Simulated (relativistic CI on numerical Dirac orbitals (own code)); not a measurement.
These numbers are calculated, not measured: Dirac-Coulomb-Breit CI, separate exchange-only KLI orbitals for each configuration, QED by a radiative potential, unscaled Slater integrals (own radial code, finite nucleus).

The strongest absorption lines from the ground level of an ion, among the configurations computed and to levels below about 473 eV (vacuum wavelength in nm, gf): 3.2102 (0.00011), 3.2918 (6.8e-06), 3.7291 (0.2), 3.8092 (0.093), 6.0263 (2.3e-06), 6.3860 (0.00015), 18.182 (1.2), 27.730 (0.073).

Q: Which ion is it?
A. Ba26+
B. Te20+
C. Te24+
D. Te22+

A: D. Te22+ has 30 electrons and the ground level 4s² ¹S0; the strongest line goes to 4s4p ¹P°1. The pattern of lines fixes the number of electrons, and along that sequence the line energies rise steadily with the charge (about as its square where n changes within one kind of shell, about linearly where n is kept but much faster in heavy ions where fine structure, which grows about as Z⁴, sets the gap, and irregularly where shells cross), which fixes Z. Configurations outside the model, such as inner-shell arrays, can give stronger lines. At this charge energies of transitions that change n are usually good to better than 1 %, and those within a shell (Δn = 0) to a few per cent.

LS names give the leading component of a level, which can be under half, so a name can repeat, a term be missing and a line seem to break the LS rules.
